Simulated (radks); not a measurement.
Question: Species: Ho XXIV. Configuration: [Kr] 4d8. Calculated with a radial shooting solver on a logarithmic mesh with Libxc functionals: scalar-relativistic Kohn-Sham, PBE, spin-polarised, spherical densities, point nucleus; open shells are filled with parallel spins first (spin-orbit coupling, left out, can overturn this in heavy ions). Some entries of the table are withheld. Estimate them.

| orbital | occ. | eigenvalue (hartree) | <r^2> (bohr^2) | <1/r> (bohr^-1) |
|---|---|---|---|---|
| 1s up | 1 | -2065.104 | 0.0005880 | 76.07 |
| 1s down | 1 | -2065.103 | 0.0005880 | 76.07 |
| 2s up | 1 | -366.8101 | 0.009171 | 17.69 |
| 2s down | 1 | -366.7520 | 0.009171 | 17.69 |
| 2p up | 3 | -327.8318 | 0.007445 | 16.38 |
| 2p down | 3 | -327.7856 | 0.007444 | 16.38 |
| 3s up | 1 | -101.7946 | 0.05999 | 6.537 |
| 3s down | 1 | -101.7673 | 0.05996 | 6.538 |
| 3p up | 3 | -89.88465 | 0.06021 | 6.119 |
| 3p down | 3 | -89.85402 | 0.06017 | 6.120 |
| 3d up | 5 | -74.85257 | 0.05016 | 5.800 |
| 3d down | 5 | -74.80487 | 0.05015 | 5.799 |
| 4s up | 1 | -38.63414 | 0.2710 | 2.931 |
| 4s down | 1 | -38.49319 | 0.2712 | 2.930 |
| 4p up | 3 | -34.44802 | (1) | 2.736 |
| 4p down | 3 | -34.30914 | (2) | 2.734 |
| 4d up | 5 | -28.86192 | 0.3136 | 2.522 |
| 4d down | 3 | -28.72485 | 0.3143 | 2.521 |

Answer: 
(1) 4p up <r^2> (bohr^2): 0.2942
(2) 4p down <r^2> (bohr^2): 0.2945
